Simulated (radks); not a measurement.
Results of a calculation; reference values are marked as such.
Charge is removed step by step from the 5d up level of neutral tungsten, starting from [Xe] 4f14 5d(up 4, down 0) 6s2. Code: a radial shooting solver on a logarithmic mesh with Libxc functionals. Model: scalar-relativistic Kohn-Sham, r2SCAN, spin-polarised, spherical densities, finite nucleus; meta-GGA in the generalised Kohn-Sham scheme; Fermi nuclear charge, rms radius 5.3658 fm.

| removed (e) | E - E(0) (eV) | eigenvalue (eV) | E minus straight line (eV) |
|---|---|---|---|
| 0 | 0.000 | -5.671 | 0.000 |
| 0.1 | 0.608 | -6.491 | -0.395 |
| 0.2 | 1.299 | -7.330 | -0.707 |
| 0.3 | 2.075 | -8.189 | -0.934 |
| 0.4 | 2.938 | -9.065 | -1.074 |
| 0.5 | 3.889 | -9.959 | -1.126 |
| 0.6 | 4.930 | -10.870 | -1.087 |
| 0.7 | 6.064 | -11.796 | -0.957 |
| 0.8 | 7.290 | -12.737 | -0.733 |
| 0.9 | 8.612 | -13.694 | -0.415 |
| 1 | 10.029 | -14.664 | 0.000 |

Removing the whole electron costs 10.029 eV by Delta-SCF, against 5.671 eV from minus the eigenvalue at the starting occupation. Slater's transition state (half an electron removed) gives 9.959 eV. Integrating minus the eigenvalue over the occupation (Janak's theorem) gives 10.028 eV. In this scalar-relativistic scheme the density is built from large components alone, so the theorem holds only approximately. The mean slope of the eigenvalue, de/dn, is 8.99 eV per electron.
